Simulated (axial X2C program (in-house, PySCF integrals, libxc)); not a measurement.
## Spectroscopic constants of GaC

Calculated with an in-house all-electron X2C program for linear molecules (integrals from PySCF). Spin-free means the one-electron spin-free X2C Hamiltonian; two-component (2c) means X2C with spin–orbit coupling and atomic mean-field two-electron Coulomb and Gaunt terms, so the difference of the two also holds small scalar two-electron terms. Basis: Ga dyall-cv3z [9s9p7d4f1g], C dyall-v3z [7s6p2d1f] (cores contracted in-house); Gaussian nuclei, density fitting, unrestricted open shells. Masses: Ga 68.926 u, C 12.000 u.

State, spin-free: M_S = 3/2, Λ = 0 (beyond evenly filled blocks: σα, π+α, π-α); electrons by block: σα: 10, σβ: 9, π+α: 4, π+β: 3, π-α: 4, π-β: 3, δ+α: 1, δ+β: 1, δ-α: 1, δ-β: 1. Fragments: Ga + C.

State, 2c: Ω = 3/2 (⟨Sz⟩ = 1.50, ⟨Lz⟩ = 0.00 at PBE0); electrons by block: 1/2: 13, -1/2: 13, 3/2: 5, -3/2: 4, 5/2: 1, -5/2: 1. Fragments: Ga + C.

```json
{"Hamiltonian": "spin-free", "level": "PBE0", "Re (Å)": "1.994", "ωe (cm⁻¹)": "542.6", "ωexe (cm⁻¹)": "3.28", "Be (cm⁻¹)": "0.4147", "De (eV)": "3.29", "D0 (eV)": "3.26", "μ (D)": "-2.14"}
{"Hamiltonian": "spin-free", "level": "HF", "Re (Å)": "2.027", "ωe (cm⁻¹)": "544.2", "ωexe (cm⁻¹)": "3.27", "Be (cm⁻¹)": "0.4016", "De (eV)": "2.26", "D0 (eV)": "2.22", "μ (D)": "-1.86"}
{"Hamiltonian": "spin-free", "level": "MP2", "Re (Å)": "2.028", "ωe (cm⁻¹)": "544.3", "ωexe (cm⁻¹)": "2.92", "Be (cm⁻¹)": "0.4009", "De (eV)": "3.03", "D0 (eV)": "3.00", "μ (D)": "n/a"}
{"Hamiltonian": "spin-free", "level": "CCSD", "Re (Å)": "2.022", "ωe (cm⁻¹)": "544.2", "ωexe (cm⁻¹)": "3.14", "Be (cm⁻¹)": "0.4034", "De (eV)": "2.90", "D0 (eV)": "2.86", "μ (D)": "n/a"}
{"Hamiltonian": "spin-free", "level": "CCSD(T)", "Re (Å)": "2.023", "ωe (cm⁻¹)": "542.7", "ωexe (cm⁻¹)": "3.12", "Be (cm⁻¹)": "0.4032", "De (eV)": "3.00", "D0 (eV)": "2.97", "μ (D)": "n/a"}
{"Hamiltonian": "spin-free", "level": "r2SCAN0", "Re (Å)": "1.986", "ωe (cm⁻¹)": "557.2", "ωexe (cm⁻¹)": "3.29", "Be (cm⁻¹)": "0.4182", "De (eV)": "3.23", "D0 (eV)": "3.19", "μ (D)": "-1.96"}
{"Hamiltonian": "2c", "level": "PBE0", "Re (Å)": "1.995", "ωe (cm⁻¹)": "542.2", "ωexe (cm⁻¹)": "3.28", "Be (cm⁻¹)": "0.4145", "De (eV)": "n/a", "D0 (eV)": "n/a", "μ (D)": "-2.14"}
{"Hamiltonian": "2c", "level": "HF", "Re (Å)": "2.027", "ωe (cm⁻¹)": "543.9", "ωexe (cm⁻¹)": "3.27", "Be (cm⁻¹)": "0.4014", "De (eV)": "n/a", "D0 (eV)": "n/a", "μ (D)": "-1.86"}
{"Hamiltonian": "2c", "level": "MP2", "Re (Å)": "2.029", "ωe (cm⁻¹)": "544.2", "ωexe (cm⁻¹)": "2.92", "Be (cm⁻¹)": "0.4007", "De (eV)": "2.98", "D0 (eV)": "2.95", "μ (D)": "n/a"}
{"Hamiltonian": "2c", "level": "r2SCAN0", "Re (Å)": "1.986", "ωe (cm⁻¹)": "556.9", "ωexe (cm⁻¹)": "3.29", "Be (cm⁻¹)": "0.418", "De (eV)": "n/a", "D0 (eV)": "n/a", "μ (D)": "-1.96"}
```

Correlated methods: 7 electrons correlated (number of frozen shells: Ga 3 s, 2 p, 1 d; C 1 s), 235 virtual spin orbitals or spinors in MP2.

Dipoles are positive if C is the positive end.

The state is a single determinant with fixed occupations, the lowest that a limited PBE0 search found. Dissociation energies refer to the lowest single-determinant-based atoms at the same level and basis. De is not given where an atomic determinant may have missed its ground term or J level, or where the truncated virtual space spoils (T). Density functionals use the spin component along the axis (collinear). Coupled cluster ran in a truncated set of natural virtual spinors; the MP2 energy of the rest was added. (T) has no such correction and the atoms are truncated less, which lowers De at CCSD(T) by a hundredth of an eV or more. The 2c atoms are single determinants rather than J levels; their spin–orbit lowering is only partly caught, and De is too large by that part. This holds for MP2. The functionals have no current-density term, which raises determinants with orbital currents, atoms included. With several unpaired electrons one determinant need not be a pure state. This is the top spin component of a Σ state; components of lower Ω are not single determinants and can lie lower. With the outer-core shells frozen, correlated bond lengths of heavy atoms tend to come out a few hundredths of an ångström too long.

No reliable constants came from CCSD (2c), CCSD(T) (2c): no minimum in range, unconverged points, a curve that is not smooth, a change of character along it, or the two Hamiltonians disagreeing along it.

Rough cost a point (2c) on 1 thread(s) of a shared host, integrals apart: PBE0 0.4 s, HF 0.27 s, r2SCAN0 0.7 s.

The whole task took 99 s on 1 thread of Intel(R) Xeon(R) Processor @ 2.30GHz (shared host).
